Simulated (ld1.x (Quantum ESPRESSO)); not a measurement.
**beryllium (Be): PAW pseudisation with PBE, scalar-relativistic reference atom.**

ld1.x (Quantum ESPRESSO) 7.5 input, shortened:

```
&input
   title='Be', zed=4., rel=1, dft='PBE', iswitch=3,
   config='[He] 2s1 2p1 3d-2'
 /
 &inputp
   pseudotype=3, lpaw=.true., tm=.true., lloc=-2, rcloc=2.95,
   nlcc=.false.,
   which_augfun='BESSEL', rmatch_augfun=2.15
 /
6
2S  1  0   1.00   0.00  2.05  2.45  0.0
2S  1  0   0.00   3.00  2.05  2.45  0.0
2P  2  1   1.00   0.00  3.40  4.45  0.0
2P  2  1   0.00   1.35  3.40  4.45  0.0
3D  3  2  -2.00   0.20  4.05  4.65  0.0
3D  3  2  -2.00   1.25  4.05  4.65  0.0
 &test
   configts(1)='2s1 2p1'
 /
```

All-electron outer shells of the reference configuration (PBE, scalar-relativistic, ld1.x):

```csv
shell,level (eV),outermost node (bohr),outermost maximum (bohr)
1s,-107.63,–,0.27
2s,-6.16,0.59,2.02
2p,-2.53,–,2.23
```

(1) Estimate the cutoffs (Ry, on a coarse ladder) from which the occupation-weighted sum of valence levels, in a spherical-Bessel basis at the reference potential, stays within 10 and 1 mRy of its value at 400 Ry.

(2) What does a ghost test show?

(3) Is the overlap operator S = 1 + Σ q|β⟩⟨β| positive definite (Bessel basis up to 400 Ry)?

(4) Tests: 2s2 2p0; 2s1 2p0; 2s1.5 2p0; 2s0 2p1; 2s0 2p2. Which has the largest error in its energy relative to the reference configuration, and how large is it?

Answers

(1) 6 Ry and 6 Ry.

(2) No extra level below or beside the all-electron valence levels (s, p, d, f tested).

(3) Yes: its lowest eigenvalue is 0.39 (s channel).

(4) 2s1.5 2p0, with +1.3 meV (all-electron minus pseudo) on +0.15 eV.
